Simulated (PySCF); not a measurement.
Stepwise substitution at one centre (B SH-H). All species are isolated molecules in the gas phase. One relaxed conformer stands for each flexible species; it need not be the lowest. Strings in code marks are SMILES.

The LUMO from two functionals at the same geometries (CAM-B3LYP-D3(BJ)/def2-TZVP), both in PySCF: PBE-D3(BJ)/def2-TZVP and TPSSh-D3(BJ)/def2-TZVP. 

| species | PBE-D3(BJ)/def2-TZVP (eV) | TPSSh-D3(BJ)/def2-TZVP (eV) |
|---|---|---|
| 0 of 3 SH replaced by H (`SB(S)S`) | -1.58 | -1.13 |
| 1 of 3 SH replaced by H | -1.83 | -1.32 |
| 2 of 3 SH replaced by H (`BS` (H–B–S–H torsion 0°)) | -2.26 | -1.68 |
| 3 of 3 SH replaced by H (`B`) | -3.04 | -2.30 |

Over these rows, drawn at random from the members with no instability flagged (it was tested for open shells, ions and some series alone), PBE minus TPSSh-D3(BJ): mean -0.57 eV, from -0.74 eV to -0.45 eV.
